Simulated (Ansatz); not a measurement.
Geometry optimisation, RKS PBE/STO-3G (Ansatz 0.2.0).

Input:

```yaml
crystal:
  periodic: [false, false, false]
  atoms:
    - { symbol: C, position_ang: [-0.1122, -1.875, -0.0268] }
    - { symbol: C, position_ang: [0.4143, -0.7921, -0.6543] }
    - { symbol: F, position_ang: [-0.11161, 0.38449, -0.27906] }
    - { symbol: Si, position_ang: [1.65623, -0.68382, -1.9718] }
    - { symbol: Cl, position_ang: [3.51646, -0.6951, -1.00783] }
    - { symbol: C, position_ang: [1.5794, -1.30093, -3.57547] }
    - { symbol: "N", position_ang: [1.5971, -2.33192, -2.86384] }
    - { symbol: H, position_ang: [-0.9194, -1.6845, 0.6833] }
    - { symbol: H, position_ang: [0.1671, -2.8262, -0.2112] }
    - { symbol: H, position_ang: [1.478, -1.15039, -4.65523] }
basis:
  gaussian: { orbitals: STO-3G }
hamiltonian:
  xc: pbe
relax:
  f_tol: 0.015
  max_steps: 40
```

Launched with:

```bash
$ ansatz run input.yaml --threads 1 --pin off --max-ram 2048MiB --backend cpu --events-out ev --progress --plain --runs-dir out
```

Q: Where does it end, and by what steps?

A: The run converged. The force dipped under the threshold on the way, but the program's further checks kept it going. Limits of this set-up: minimal basis. After 36 steps the energy has fallen by 1.029 eV; F3 moved furthest, 1.41 Å.

| step | energy less start (eV) | largest force component (eV/Å) | accepted |
| --- | --- | --- | --- |
| 0 | 0.0000 | 5.458 | yes |
| 2 | -0.8500 | 1.373 | yes |
| 4 | -0.9672 | 0.328 | yes |
| 6 | -0.9879 | 0.168 | yes |
| 8 | -0.9954 | 0.098 | yes |
| 10 | -0.9988 | 0.652 | no |
| 12 | -1.0041 | 0.029 | yes |
| 14 | -1.0097 | 0.370 | yes |
| 16 | -1.0163 | 0.178 | yes |
| 18 | -1.0174 | 0.438 | no |
| 20 | -1.0227 | 0.071 | yes |
| 22 | -1.0233 | 0.034 | yes |
| 24 | -1.0249 | 0.161 | yes |
| 26 | -1.0263 | 0.044 | yes |
| 28 | -1.0272 | 0.091 | yes |
| 30 | -1.0279 | 0.014 | yes |
| 32 | -1.0283 | 0.075 | no |
| 34 | -1.0286 | 0.026 | yes |
| 36 | -1.0286 | 0.010 | yes |

```xyz
10
Properties=species:S:1:pos:R:3
C -0.477 -1.714 -0.343
C 0.604 -0.885 -0.357
F 0.852 -0.004 0.668
Si 1.831 -0.902 -1.799
Cl 3.350 0.542 -1.572
C 1.531 -1.636 -3.392
N 2.286 -2.493 -2.662
H -1.193 -1.716 0.493
H -0.663 -2.416 -1.170
H 1.143 -1.732 -4.428
```

The run took 110 s on 1 thread of Arm Neoverse V2, with other jobs on the host, peak memory 0.17 GiB.
